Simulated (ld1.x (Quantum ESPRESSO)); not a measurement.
**Varying the TM potential for Al (Z = 13)**

Base potential:

Al (Z = 13), norm-conserving Troullier–Martins (Kleinman–Bylander form), made with ld1.x (Quantum ESPRESSO) 7.5 (PBEsol, scalar-relativistic). Core [Ne], reference 3s2 3p0.5 (charge +0.5). Waves: 3s (bound): rc 2.10 bohr; 3p (bound): rc 2.00 bohr; 3d channel at 0.1 Ry: rc 1.75 bohr. Local part: the d channel. Core correction: Bessel-smoothed model core inside 1.20 bohr.

Cutoffs, loose and tight: the cutoffs (Ry, on a coarse ladder) from which the occupation-weighted sum of valence levels, in a spherical-Bessel basis at the reference potential, stays within 10 and 1 mRy of its value at 400 Ry. They do not see the model core or the augmentation charge, which bear on the density cutoff. Test errors are all-electron minus pseudo excitation energies from the reference, over the configurations 3s2 3p1; 3s2 3p0; 3s1 3p0; 3s1 3p2; 3s0 3p3; 3s1 3p1; 3s2 3p1.3. A dash means not determined; rows that change the core or the reference have their own tests.

| change | outcome | cutoff, loose | cutoff, tight | bound ghosts | largest test error (meV) |
| --- | --- | --- | --- | --- | --- |
| base | generated | 10 Ry | 30 Ry | none | +20 |
| all radii but the core radius scaled by about 1.23 (s 2.58, p 2.46, d 2.16 bohr) | generated | 8 Ry | 18 Ry | none | -63 |
| functional PBE | generated | 10 Ry | 25 Ry | none | +20 |
| wave 3s (bound): rc 2.10 bohr becomes 3s (bound): rc 1.70 bohr | generated | 10 Ry | 30 Ry | none | +20 |
| core correction Bessel-smoothed model core inside 0.94 bohr | generated | 10 Ry | 30 Ry | none | +20 |
| core [He], valence charge 11; reference 2s2 2p6 3s2 3p1; waves now 2s (bound): rc 0.65 bohr; 2p (bound): rc 1.10 bohr; 3d channel at 0.1 Ry: rc 0.85 bohr; local potential all-electron potential smoothed inside 0.65 bohr (lloc = -2); core correction none | generated | 300 Ry | over 300 Ry | none | +295 |
| local potential all-electron potential smoothed inside 1.65 bohr (lloc = -1) | generated | 10 Ry | 30 Ry | none | -13 |
| wave 3p (bound): rc 2.00 bohr becomes 3p (bound): rc 2.68 bohr | generated | 10 Ry | 30 Ry | none | +20 |
| wave 3d channel at 0.1 Ry: rc 1.75 bohr becomes 3d channel at 0.1 Ry: rc 1.74 bohr | generated | 10 Ry | 30 Ry | none | +20 |

**Question.** What comes out with this change to the base: type RRKJ; local potential all-electron potential smoothed inside 1.65 bohr (lloc = -1); rho0 0.02?

**Answer.** outcome: generated; cutoff, loose: 25 Ry; cutoff, tight: 35 Ry; bound ghosts: none; largest test error (meV): -18.
